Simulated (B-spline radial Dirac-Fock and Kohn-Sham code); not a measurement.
Calculated with a radial finite-basis atomic code, using the Dirac equation of a negative muon with reduced mass in the field of a spherical finite nucleus, with the Uehling potential to all orders; nuclear polarisation, deformation, hyperfine structure, self-energy, higher-order vacuum polarisation, relativistic recoil and electron screening are left out. The nuclear charge is a Fermi distribution (skin thickness 2.3 fm).

**Question.** A muonic atom of atomic mass 75.93 u emits these computed lines: 2p3/2 → 1s1/2 2145 keV, 3d5/2 → 2p3/2 510.5 keV, 4f7/2 → 3d5/2 178.2 keV, 5g9/2 → 4f7/2 82.27 keV. Which element is it, and what rms charge radius was used?

**Answer.** Krypton (Z = 36, nuclide ⁷⁶Kr); the high transitions hardly feel the nucleus and fix Z. The 2p → 1s line lies 646.7 keV below the value for a point nucleus without QED, which for this nuclear model gives a radius near 4.20 fm (4.202 fm was used).
